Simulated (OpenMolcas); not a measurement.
**Cr4+: moving the ligands**

Cr4+ with 3 ligands (hydroxide) in trigonal planar coordination (C3h) at 1.69 Å. Ligand basis ANO-RCC-VDZP.
```
Cr    0.0000    0.0000    0.0000
O     1.6900    0.0000    0.0000
H     2.0999    0.8791    0.0000
O    -0.8450    1.4636    0.0000
H    -1.8113    1.3790    0.0000
O    -0.8450   -1.4636    0.0000
H    -0.2886   -2.2582    0.0000
```

| Property | Result |
| --- | --- |
| Program | OpenMolcas |
| Method | SS-CASPT2, IPEA 0.25 Eh, imaginary shift 0.1 Eh (closed shells correlated: 3s 3p and the ligand valence shells) |
| Basis | ANO-RCC-VDZP [5s4p2d1f] |
| Scalar Hamiltonian | DKH2, point nucleus |
| Active space | 2 electrons in 5 orbitals (3d) |
| State averaging | 2S+1 = 3 even, 10 roots; 2S+1 = 1 even, 15 roots |
| Spin-orbit coupling | state interaction with AMFI integrals over the reference wave functions |

Runs around this geometry, states. Energies in cm-1 above the lowest state or level, χT in cm3 K/mol.

```csv
R (Å),Ground state,First state of that spin,First gap with spin-orbit (degeneracies),χT at 300 K,First state of another spin
1.6,2S+1 = 1,5090,"380 (1, 1)",0.490,2S+1 = 3: 170
1.69,2S+1 = 3,5510,"110 (1, 1)",0.830,2S+1 = 1: 1380
1.75,2S+1 = 3,5080,"86 (1, 1)",0.841,2S+1 = 1: 2140
```

The ground state changes within this set.

Roots that are degenerate in the reference are averaged as groups; the widest CASPT2 spread within a group is 210 cm-1 (the 2-fold group of multiplicity 1 near 10900 cm-1 above the lowest state of its run, R = 1.75). Shifts and gaps below about the spread of the groups concerned are not significant. Over all roots computed the reference weight is 0.73 to 0.75 in R = 1.6, 0.71 to 0.74 in R = 1.69, 0.70 to 0.73 in R = 1.75; a low but even weight reflects the number of correlated electrons. Ligand-to-metal charge-transfer states are missing. With no ligand orbital active B as a rule stays too high, so bands that hang on it stand too high and its fall with covalency is understated. Spin-orbit coupling mixes the spin-free states strongly: the lowest level takes only 52 % from its leading state, 2S+1 = 1 (holds for R = 1.6). The least metal-like active orbital is 72 % on the metal (Löwdin) and no ligand orbital is active, so the numbers are rough (holds for R = 1.6). An orbital doublet at a regular site is open to a Jahn-Teller distortion, which this geometry leaves out (holds for R = 1.69; R = 1.75). The least metal-like active orbital is 75 % on the metal (Löwdin) and no ligand orbital is active, so the numbers are rough (holds for R = 1.69). The least metal-like active orbital is 77 % on the metal (Löwdin) and no ligand orbital is active, so the numbers are rough (holds for R = 1.75). No measured value stands beside these numbers; the geometry is a model, was not optimised and need not be the one that this ion takes.

A state without a sure symmetry label is named by its multiplicity alone.
